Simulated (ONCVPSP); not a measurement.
# rhenium (Re), ONCV: configuration errors across variants

```
Element                 : rhenium (Re)
Generator               : ONCVPSP 4.0.1
Type                    : optimised norm-conserving Vanderbilt (ONCV)
Functional              : LDA (Perdew-Wang 92)
Relativity              : scalar-relativistic
Frozen core             : [Kr] 4d10 4f14
Valence charge          : 15
Reference configuration : 5s2 5p6 5d5 6s2
Partial waves           : 5s+6s: rc 1.80 bohr, ncon 4, nbas 9, qcut 7.1 1/bohr, 2 projectors; 5p: rc 1.60 bohr, ncon 3, nbas 6, qcut 8 1/bohr, 1 projector; 5d: rc 2.05 bohr, ncon 4, nbas 9, qcut 7.3 1/bohr, 3 projectors, debl 2.8 Ha
Local potential         : polynomial inside 1.15 bohr (lpopt 5, dvloc0 2 Ha)
Core correction         : Teter function, fcfact 3.5, rcfact 1.5
```

All-electron excitation energies from the reference (eV): (1) 5s2 5p6 5d5 6s1 9.508; (2) 5s2 5p6 5d5 6s0 26.180; (3) 5s2 5p6 5d4 6s0 53.625; (4) 5s2 5p6 5d4 6s2 10.187.

A true bound ghost makes a file unfit for plane-wave use even where its test errors are small: the radial tests pick states by their node count and pass the ghost by.

Errors AE − PS in meV (a dash: test not solved or not reliable):

```tsv
change	(1)	(2)	(3)	(4)	bound ghosts	GHOST(+) flags above zero
base	-4.4	-15	-19	-4.2	none	s
all radii but the core radius scaled by about 0.78 (s 1.40, p 1.24, d 1.60 bohr); local potential polynomial inside 0.90 bohr (lpopt 5, dvloc0 2 Ha)	-3.4	-9.9	-15	-3.6	s	p
all radii but the core radius scaled by about 0.87 (s 1.56, p 1.38, d 1.78 bohr); local potential polynomial inside 1.00 bohr (lpopt 5, dvloc0 2 Ha)	-3.9	-12	-17	-4.0	none	s
all radii but the core radius scaled by about 0.90 (s 1.62, p 1.44, d 1.84 bohr); local potential polynomial inside 1.04 bohr (lpopt 5, dvloc0 2 Ha)	-4.0	-13	-18	-4.1	none	s
all radii but the core radius scaled by about 1.03 (s 1.86, p 1.66, d 2.12 bohr); local potential polynomial inside 1.18 bohr (lpopt 5, dvloc0 2 Ha)	-4.6	-16	-19	-4.2	none	s
all radii but the core radius scaled by about 1.12 (s 2.02, p 1.80, d 2.30 bohr); local potential polynomial inside 1.28 bohr (lpopt 5, dvloc0 2 Ha)	-4.9	-18	-21	-4.4	none	s
all radii but the core radius scaled by about 1.19 (s 2.14, p 1.90, d 2.44 bohr); local potential polynomial inside 1.36 bohr (lpopt 5, dvloc0 2 Ha)	-5.1	-19	-21	-3.1	none	none
all radii but the core radius scaled by about 1.25 (s 2.26, p 2.00, d 2.56 bohr); local potential polynomial inside 1.44 bohr (lpopt 5, dvloc0 2 Ha)	-5.2	-20	-22	-2.2	none	none
```

Give the same row for: all radii but the core radius scaled by about 1.31 (s 2.36, p 2.10, d 2.68 bohr); local potential polynomial inside 1.50 bohr (lpopt 5, dvloc0 2 Ha).

-5.3, -21, -29, -2.4; bound ghosts: none; GHOST(+) flags above zero: none.
